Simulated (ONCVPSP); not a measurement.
# What one change does to a pseudopotential (beryllium, ONCV)

Be (Z = 4), optimised norm-conserving Vanderbilt (ONCV), made with ONCVPSP 4.0.1 (PBEsol, non-relativistic). Core [He], reference 2s2. Waves: 2s: rc 2.20 bohr, ncon 4, nbas 8, qcut 2.9 1/bohr, 2 projectors, debl 2.8 Ha; p scattering state at 0.12 Ha: rc 1.95 bohr, ncon 4, nbas 7, qcut 3.8 1/bohr, 2 projectors, debl 1.2 Ha; d scattering state at 0.19 Ha: rc 1.70 bohr, ncon 5, nbas 8, qcut 5.7 1/bohr, 2 projectors, debl 1.6 Ha. Local part: polynomial inside 1.30 bohr (lpopt 5, dvloc0 4 Ha). Core correction: Teter function, fcfact 4.75, rcfact 1.25.

In the p channel the program set the typed energies aside and used 0.050, 1.250 Ha.

Change: s: qcut 3.5; p: qcut 4.6; d: qcut 6.9.

Cutoffs: the cutoffs (Ha) at which the residual kinetic energy of the hardest occupied pseudo-wave falls to 1 and 0.1 mHa per electron; they do not see the model core or the augmentation charge, which bear on the density cutoff. Errors are all-electron minus pseudo energies relative to the spin-unpolarised reference configuration.

**Question.** How do hardness, ghosts and transferability respond?

**Answer.** The potential gets neither clearly harder nor softer (4.0 Ha and 25 Ha → 4.4 Ha and 7.0 Ha); of the 4 tests that both files solve, the error grows in 2 and shrinks in 2 by more than 15 % and 0.3 meV (median size 1.6 → 2.2 meV); neither file shows a bound ghost.

| quantity | base | changed |
| --- | --- | --- |
| cutoff, loose | 4.0 Ha | 4.4 Ha |
| cutoff, tight | 25 Ha | 7.0 Ha |
| bound ghosts | none | none |
| GHOST(+) flags under 300 eV | s at 88.7 eV | s at 85.0 eV |
| error for 2s1, meV [ΔE 9.46 eV] | +0.1 | +2.7 |
| error for 2s1.5, meV [ΔE 3.72 eV] | 0.0 | +0.4 |
| error for 2s1 2p1, meV [ΔE 3.59 eV] | -3.0 | -1.7 |
| error for 2s0 2p2, meV [ΔE 7.21 eV] | -11 | -6.4 |
| s: phases at 2.24 bohr within 0.05 rad from the reference energy up to (Ha; the scan ends near 5) | 3.0 | 2.9 |
| p: phases at 1.98 bohr within 0.05 rad from the reference energy up to (Ha; the scan ends near 5) | to the end of the scan | to the end of the scan |
| d: phases at 1.73 bohr within 0.05 rad from the reference energy up to (Ha; the scan ends near 5) | to the end of the scan | to the end of the scan |
| rms error of d²Exc/dni dnj with the model core, mHa | 0.14 | 0.25 |

Base: The cutoffs count occupied waves only; projector 2 of the s channel, the hardest unoccupied one, needs 41 Ha at the loose tolerance. Changed file: The cutoffs count occupied waves only; projector 2 of the s channel, the hardest unoccupied one, needs 27 Ha at the loose tolerance.
